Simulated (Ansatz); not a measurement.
Basis-set extrapolation for `BCC(O)[SiH3]` (PBE0-D4/def2-TZVP geometry, frozen core, Ansatz). Multiplicity 1, RHF reference.

|  | def2-TZVPP | def2-QZVPP |
| --- | --- | --- |
| HF | -469.498594 | -469.516219 |
| MP2 correlation | -0.817347 | -0.874542 |
| CCSD(T) correlation | -0.907799 | not run |

Energies in hartree. Use E(X) = E(∞) + A·exp(−7.88·√X) for Hartree–Fock and E(X) = E(∞) + B·X^(−2.97) for correlation, with X = 3 and 4, and add CCSD(T) minus MP2 of the smaller set to the MP2 limit.

What is the CCSD(T) energy at the basis-set limit?

HF limit: -469.516219 + (-0.017625) × 0.13774 = -469.51865. MP2 limit: -0.874542 + (-0.057195) × 0.74074 = -0.91691. Higher-order term: -0.907799 − (-0.817347) = -0.09045. Total: -470.52601 hartree, 314.1 kJ/mol below CCSD(T)/def2-TZVPP.
